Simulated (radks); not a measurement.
Effect of the nuclear size on the samarium ion Sm2+, [Xe] 4f6. Method: Dirac Kohn-Sham, BLYP, spin-unpolarised, spherical densities, finite nucleus; open shells are shared between the two j in proportion to 2j + 1; Fermi nuclear charge, rms radius 5.0819 fm; computed with a radial shooting solver on a logarithmic mesh with Libxc functionals. The rms radius is varied about that value; shifts are against it.

\begin{tabular}{lrrrrrrrrr}
rms radius (fm) & total energy shift (eV) & density at nucleus (e/bohr^3) & 1s1/2 shift (meV) & 2s1/2 shift (meV) & 4p1/2 shift (meV) & 5s1/2 shift (meV) & 5p1/2 shift (meV) & 4f7/2 shift (meV) & 6s1/2 (empty) shift (meV) \\ \hline
4.1824 & -5.48 & 5.587e+05 & -2260 & -287 & 0.339 & -2.31 & 0.079 & 0.259 & -0.342 \\
4.6601 & -2.67 & 5.445e+05 & -1100 & -140 & 0.165 & -1.12 & 0.039 & 0.126 & -0.167 \\
5.0819 & 0 & 5.333e+05 & 0.000 & 0.000 & 0.000 & 0.000 & 0.000 & 0.000 & 0.000 \\
5.3665 & 1.90 & 5.264e+05 & 785 & 99.5 & -0.117 & 0.800 & -0.027 & -0.090 & 0.119 \\
6.1288 & 7.37 & 5.1e+05 & 3050 & 386 & -0.454 & 3.10 & -0.106 & -0.349 & 0.460 \\
\end{tabular}

Slopes of the eigenvalues against <r^2> in GHz/fm^2, as finite differences over the two radii next to the reference (eigenvalue slopes, not the field-shift constants of lines): 1s1/2 64500, 2s1/2 8170, 4p1/2 -9.63, 5s1/2 65.7, 5p1/2 -2.26, 4f7/2 -7.37, 6s1/2 (empty) 9.73.
